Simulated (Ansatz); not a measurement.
Consider the ligand exchange at a B–I bond: `FB(F)I` + `N[SiH3]` → `FB(F)N[SiH3]` + HI.

Isolated molecules relaxed with PBE0-D4/def2-TZVP in Ansatz; ΔE leaves out vibrations. CBS: MP2 limit from def2 TZ/QZ plus the TZ coupled-cluster correction, frozen cores. This one scheme is used for every species. DFT in def2-TZVPP. B3LYP here is the variant with VWN-RPA as its local correlation; programs differ in this. HSE06 is defined as in plane-wave codes. def2 core potentials past Kr. For I outer-core shells are correlated without core-valence functions, which leaves a few kJ/mol of doubt a bond. One conformer a species, not always the lowest.

Problem. Is it downhill or uphill in electronic energy at CCSD(T)/CBS, and by how much? (An estimate is asked.)

Solution. Computed: Downhill: ΔE = -67.2 kJ/mol.

Problem. What do these levels give: LDA (SPW92), B3LYP-D4, HSE06-D4, BHLYP-D4, revPBE, BLYP, r2SCAN0, CAM-B3LYP, HF/def2-TZVPP, MP2/def2-TZVPP, CCSD/def2-TZVPP, CCSD/CBS(def2)? (An estimate is asked.)

Solution. The calculation gave: LDA (SPW92) -69.5, B3LYP-D4 -71.1, HSE06-D4 -65.6, BHLYP-D4 -77.0, revPBE -55.7, BLYP -65.1, r2SCAN0 -69.5, CAM-B3LYP -75.6, HF/def2-TZVPP -82.3, MP2/def2-TZVPP -63.5, CCSD/def2-TZVPP -74.0, CCSD/CBS(def2) -70.4 kJ/mol.

Largest T1 diagnostic among the species: 0.012.

From PBE to PBE0 (25 % exact exchange), in def2-TZVPP and without D4, ΔE moves by −5.8 kJ/mol. Leaving LDA and LC-ωPBE aside and taking each functional with its dispersion term where it has one, the values, not all of them listed here, spread over 17.8 kJ/mol, from BHLYP-D4 to revPBE-D4. LDA lies −10.2 kJ/mol from PBE without D4.
